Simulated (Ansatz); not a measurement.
# A barrier at the coupled-cluster level

Start structure (Al$_{2}$H$_{5}$O$_{5}$, doublet), relaxed at PBE0-D4/def2-TZVP:

Al1  (-0.267, -0.610, -0.069)
O2  (0.743, 0.131, -1.212)
Al3  (1.027, 1.637, -0.345)
O4  (-0.018, 0.728, 1.088)
O5  (0.004, 3.001, -0.627)
O6  (-1.674, -1.566, -0.084)
H7  (1.664, -2.045, -0.020)
O8  (0.854, -2.071, 0.509)
H9  (-0.631, 1.185, 1.663)
H10  (0.392, 3.846, -0.849)
H11  (-2.518, -1.311, -0.449)
H12  (0.423, -2.927, 0.394)
(Å)

The step: Al₂H₅O₅ ([OH][Al]1[O][Al]([OH])([OH2])[OH]1) → Al₂H₅O₅ ([OH][Al]1[OH][Al]([OH])([OH])[OH]1); bonds formed: O2–H7; dative contacts that become bonds: Al1–O8; bonds broken: H7–O8; bonds weakened to dative contacts: Al1–O2. Ansatz 0.2.0; basis: def2-TZVPP and def2-QZVPP; cores frozen in the correlated methods; orbitals are unrestricted. Extrapolation: Hartree–Fock as exp(−7.88 √X), correlation as X^−2.97. Energies below are by CCSD(T) at an estimated basis limit (MP2 extrapolated from triple and quadruple zeta, plus CCSD(T) − MP2 in triple zeta).

Question: What are the electronic barrier and the energy of the step, from the start structure to the end structure? (An estimate is asked for; the value comes from the calculation.)

Answer: Computed: Barrier 0.281 eV; step energy -1.103 eV (downhill); reverse barrier, their difference, 1.384 eV. Barrier and step energy count from the start structure, the reverse barrier from the end structure.

The saddle point: One imaginary mode of 849i cm⁻¹.
```tsv
pair	start (Å)	saddle (Å)	end (Å)
Al1–O8	1.93	1.86	1.70
O2–H7	2.65	1.38	0.96
Al1–O2	1.70	1.77	1.84
H7–O8	0.97	1.13	3.06
```

Zero-point energy (harmonic, PBE0-D4): ZPE is 1.967 eV at the start and 1.871 eV at the saddle, so the barrier goes from 0.281 to 0.185 eV.

The T1 diagnostic stays at or below 0.015. ⟨S²⟩ of the unrestricted Hartree–Fock references: 0.75 (a pure state has 0.75).

Labels in which every atom is bracketed show which atoms are joined, not bond orders.

For scale, one of the runs: CCSD(T)/def2-TZVPP, 309 basis functions, launched by `ansatz run in.yaml --threads 4 --pin off --events-out ev --progress --plain --max-ram 46080MiB --backend cuda --devices 0, --max-vram 37GiB`. The run took 19 s on 4 CPU threads of an AMD EPYC 7R13 and a share of one NVIDIA H100 (shared host), with 1.4 GiB of host memory at its peak.
